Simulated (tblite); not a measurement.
Run record: tight-binding relaxation, `[SiH3]N([SiH3])[Si@@H]1NBCCN1`.

Computed with GFN2-xTB geometry optimisation, gas phase (tblite 0.8.0). Start geometry: from a force field or distance geometry. The input is one job of a driver script: a line of settings, then coordinates in Å.

Command:
```bash
OMP_NUM_THREADS=1 python probes_run.py task.json out
```

Input:
```
{"job": {"kind": "relax", "xc": "GFN2-xTB", "basis": "xTB"}, "charge": 0, "multiplicity": 1}
Si     2.716400     1.351000     0.558900
N      1.777700    -0.175200     0.463000
Si     2.616900    -1.233800    -0.720200
Si     0.149700     0.209700    -0.178100
N     -0.714000     1.287700     0.973100
B     -2.193200     1.241100     0.583600
C     -2.920600    -0.162000     0.379600
C     -2.197200    -0.994500    -0.688900
N     -0.808300    -1.316300    -0.333500
H      4.073400     1.077400     1.023600
H      2.754800     1.993800    -0.765600
H      2.060700     2.262200     1.519800
H      2.652300    -0.565600    -2.026600
H      1.884700    -2.503200    -0.851300
H      3.974200    -1.505400    -0.267400
H      0.257000     0.856600    -1.472000
H     -0.629700     0.862400     1.917300
H     -2.765600     2.239900     0.350000
H     -3.971600     0.019800     0.076500
H     -2.924400    -0.713600     1.354300
H     -2.761100    -1.946800    -0.819500
H     -2.236400    -0.472000    -1.673300
H     -0.800400    -1.786400     0.606800
```

Output:
```
step      E/eV     max force
  0    -726.61913    1.886
  1    -726.85294    1.197
  2    -726.99546    0.653
  3    -727.03358    0.451
  4    -727.07981    0.316
  5    -727.09987    0.388
  6    -727.14744    0.689
  7    -727.18796    0.638
  8    -727.22045    0.378
  9    -727.23954    0.368
... (198 lines left out)
208    -728.39245    0.019
209    -728.39253    0.023
210    -728.39261    0.021
211    -728.39268    0.021
212    -728.39275    0.018
213    -728.39281    0.014
214    -728.39286    0.014
215    -728.39289    0.011
216    -728.39292    0.012
217    -728.39294    0.009
```

«max force» is the largest atomic force in eV/Å.

Question: From which step on does the largest force stay under 0.1 eV/Å, and how much energy is left to gain from there?

Answer: From step 62 (0.097 eV/Å), 48.6 meV above the end.

Summary of the converged run: energy lowered by 40.9 kcal/mol over 217 steps; largest atomic force 0.009 eV/Å at the end.

Question: Where do the atoms end?

Answer: 0.912 Å rms from the input after alignment:
```
atom  x, y, z in Å
Si1    2.2787    1.0695    1.1260
N2     1.7424    0.0443   -0.1722
Si3    2.6815   -1.2689   -0.8161
Si4    0.1310    0.2162   -0.8018
N5    -0.7204    1.4880    0.0344
B6    -1.9536    1.3176    0.6582
C7    -2.6887   -0.0930    0.5819
C8    -2.2390   -0.9838   -0.5797
N9    -0.8051   -1.2079   -0.6165
H10    3.6446    0.6687    1.4532
H11    2.2588    2.4611    0.6577
H12    1.4152    0.9194    2.3017
H13    2.3262   -1.4220   -2.2235
H14    2.3984   -2.5074   -0.0798
H15    4.0905   -0.9100   -0.6662
H16    0.1785    0.5650   -2.2296
H17   -0.2763    2.3905    0.0850
H18   -2.4351    2.2114    1.2518
H19   -3.7726    0.0299    0.5224
H20   -2.5017   -0.6258    1.5207
H21   -2.7455   -1.9542   -0.5468
H22   -2.5026   -0.4960   -1.5211
H23   -0.5096   -1.8853    0.0702
```

Time: 4.7 s of wall time. Hardware: Arm Neoverse N1, one thread, shared host.
Labels such as C1 count atoms from 1, the log's own numbers from 0.
